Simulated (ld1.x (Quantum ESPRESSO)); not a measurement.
Which change was made? (Zr, PAW)

- Element: zirconium (Zr)
- Generator: ld1.x (Quantum ESPRESSO) 7.5
- Type: PAW
- Functional: PBE
- Relativity: scalar-relativistic
- Frozen core: [Ar] 3d10 4s2
- Valence charge: 10
- Reference configuration: 4p6 4d2 5s0 5p0 (charge +2)
- Partial waves: 5s (bound, empty): rcut 2.70, rcutus 3.15 bohr; 5s channel at -0.7 Ry: rcut 2.70, rcutus 3.15 bohr; 4p (bound): rcut 1.75, rcutus 2.05 bohr; 5p (bound, empty): rcut 1.75, rcutus 2.05 bohr; 4d (bound): rcut 1.50, rcutus 1.75 bohr; 4d channel at 3.8 Ry: rcut 1.50, rcutus 1.75 bohr
- Local potential: all-electron potential smoothed inside 2.60 bohr (lloc = -1)
- Core correction: Bessel-smoothed model core, default radius (core density twice the valence density)
- Augmentation charge: BG, radius 1.15 bohr

Cutoffs, loose and tight: the cutoffs (Ry, on a coarse ladder) from which the occupation-weighted sum of valence levels, in a spherical-Bessel basis at the reference potential, stays within 10 and 1 mRy of its value at 400 Ry. They do not see the model core or the augmentation charge, which bear on the density cutoff. Test errors are all-electron minus pseudo excitation energies from the reference, over the configurations 4p6 4d2 5s2 5p0; 4p6 4d2 5s1 5p0; 4p6 4d1 5s0 5p0; 4p6 4d2 5s1 5p1; 4p6 4d2.5 5s1.5 5p0; 4p6 4d0 5s0 5p0; 4p6 4d2 5s0 5p1; variants that change the core or the reference have their own tests.

The base gives: outcome: generated; cutoff, loose: 30 Ry; cutoff, tight: 40 Ry; bound ghosts: none; largest test error (meV): test run stopped at test 1 of 7 (negative rho).

Question: After one change the result is: outcome: failed: new_paw_hamiltonian: negative rho. Which change was it?
A. waves 4d (bound): rcut 1.50, rcutus 2.56 bohr; 4d channel at 3.8 Ry: rcut 1.50, rcutus 2.56 bohr
B. all radii but the core radius scaled by about 1.09 (s 3.44, p 2.24, d 1.92 bohr, rcut 2.96/1.92/1.64); local potential all-electron potential smoothed inside 2.84 bohr (lloc = -1); augmentation BG, radius 1.26 bohr
C. reference 4p6 4d2 5s1.75 5p0

Answer: C. The others give: all radii but the core radius scaled by about 1.09 (s 3.44, p 2.24, d 1.92 bohr, rcut 2.96/1.92/1.64); local potential all-electron potential smoothed inside 2.84 bohr (lloc = -1); augmentation BG, radius 1.26 bohr → outcome: generated; cutoff, loose: 25 Ry; cutoff, tight: 30 Ry; bound ghosts: none; largest test error (meV): test run stopped at test 1 of 7 (negative rho) | waves 4d (bound): rcut 1.50, rcutus 2.56 bohr; 4d channel at 3.8 Ry: rcut 1.50, rcutus 2.56 bohr → outcome: generated; cutoff, loose: 21 Ry; cutoff, tight: 35 Ry; bound ghosts: none; largest test error (meV): test run stopped at test 1 of 7 (negative rho).
